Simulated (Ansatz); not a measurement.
Harmonic frequencies (cm⁻¹) at PBE0-D4/def2-TZVP from Ansatz: 157, 459, 533, 546, 690, 754, 758, 807, 957, 1014, 1066, 1103, 1148, 1325, 1395, 2264, 2271, 3106.

**Question.** Which molecule is it?
A. `O[Si@H]1O[C@H]1F`
B. `O[Si]1(F)CO1`
C. `FC1O[SiH2]O1`
D. `O=CO[SiH2]F`

**Answer.** C.
